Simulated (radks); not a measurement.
The numbers below are computed, except where a source is named.
Task: All-electron atom: Ni+ in [Ar] 3d9. Level of theory: scalar-relativistic Kohn-Sham, exchange-only LDA, spin-polarised, spherical densities, point nucleus; open shells are filled with parallel spins first (a radial shooting solver on a logarithmic mesh with Libxc functionals). Some entries of the table are withheld. Estimate them.

orbital  occ.  eigenvalue (Ry)  r(max) (bohr)  <r^2> (bohr^2)
1s up       1        -602.4124        0.03546        0.003947
1s down     1        -602.4121        0.03546        0.003947
2s up       1        -72.10772         0.2049         0.07113
2s down     1        -72.06410         0.2049         0.07108
2p up       3        -62.13312         0.1648         0.05707
2p down     3        -62.09964         0.1648         0.05701
3s up       1         -8.30521         0.6409          0.6424
3s down     1         -8.21875         0.6411          0.6437
3p up       3         -5.43189         0.6482          0.7316
3p down     3         -5.34738         0.6485          0.7343
3d up       5         -0.91348         0.6347           1.582
3d down     4         -0.83924         0.6368           1.673
4s up       0         -0.80602          2.201           8.194
4s down     0         -0.78379          2.227           8.445
4p up       0         -0.43281          2.856           14.79
4p down     0         -0.42160          2.916           15.41
4d up       0         -0.13041            (1)           82.81
4d down     0         -0.13022            (2)           83.88

Result: 
(1) 4d up r(max) (bohr): 6.881
(2) 4d down r(max) (bohr): 6.958
